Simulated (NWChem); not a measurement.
Molecule: PbSiNH₅, singlet; SMILES [NH2][Pb][SiH3]

```xyz
8

Pb    -0.2242     0.4344     0.0000
N      1.8986     0.5961     0.0000
H      2.3952     1.4824     0.0004
H      2.5475    -0.1854    -0.0004
Si     0.0013    -2.3166     0.0000
H     -0.6440    -2.9443     1.2035
H      1.4355    -2.7677    -0.0060
H     -0.6546    -2.9459    -1.1969
```
Atoms are numbered in this order, from 1.

All runs: NWChem. Low-valent species are run as closed-shell singlets; no triplet was tried in these runs. Geometry: optimised at PBE0/def2-SVP. def2 effective core potentials on Pb; no spin-orbit coupling. Vertical excitations in the gas phase; the lowest state need not have the same character in each row.

| level | lowest excitation, singlet (eV) | oscillator strength of that lowest state | lowest state with f > 0.02, singlet (eV) | oscillator strength of that bright state | orbital gap (eV) |
|---|---|---|---|---|---|
| PBE/def2-SVP, full TDDFT | 2.68 | 0.002 | 4.28 | 0.061 | 2.44 |
| B3LYP/def2-SVP, full TDDFT | 2.70 | 0.002 | 4.36 | 0.062 | 3.61 |
| BHandHLYP/def2-SVP, full TDDFT | ? | 0.004 | ? | 0.057 | ? |
| LRC-wPBEh/def2-SVP, full TDDFT | 2.86 | 0.003 | 4.57 | 0.059 | 7.34 |

Question: Some entries are withheld; supply them.

Answer: 
- BHandHLYP/def2-SVP, full TDDFT, lowest excitation, singlet (eV): 2.82
- BHandHLYP/def2-SVP, full TDDFT, lowest state with f > 0.02, singlet (eV): 4.62
- BHandHLYP/def2-SVP, full TDDFT, orbital gap (eV): 5.48
